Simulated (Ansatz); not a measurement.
Gan: PBE0-D4/def2-SVP single points in Ansatz on relaxed structures, gas phase. Each cluster is the lowest isomer that a short search found in that spin, judged at the geometry's level, and lower ones may exist. HOMO and LUMO are taken over both spins. Binding counts from free atoms in the multiplicity of their measured ground term, without zero-point energy. A dash marks a value that wasn't run or was left out as unsound. The structures are stationary points that may keep the symmetry of their start. Remarks come from the PBE and PBE0 runs and from stability tests at other levels; not every state was tested.

```csv
species,atoms,state,geometry,HOMO (eV),LUMO (eV),gap (eV),binding per atom (eV),point group (within 0.1 Å),remarks
Ga6,6,singlet,r2SCAN-D4/def2-SVP,-5.26,-3.41,1.85,1.80,C2v,restricted SCF unstable in HF
Ga7,7,doublet,PBE-D4/def2-SVP,-4.91,-2.96,1.95,2.00,–,–
```

(1) Estimate the rows for Ga3 (doublet, PBE-D4/def2-TZVP geometry).

(1) 
```csv
species,atoms,state,geometry,HOMO (eV),LUMO (eV),gap (eV),binding per atom (eV),point group (within 0.1 Å),remarks
Ga3,3,doublet,PBE-D4/def2-TZVP,-4.84,-3.04,1.80,–,D3h,quartet lower at PBE0
```

The gap (eV) runs from 1.80 (Ga3) to 1.95 (Ga7).
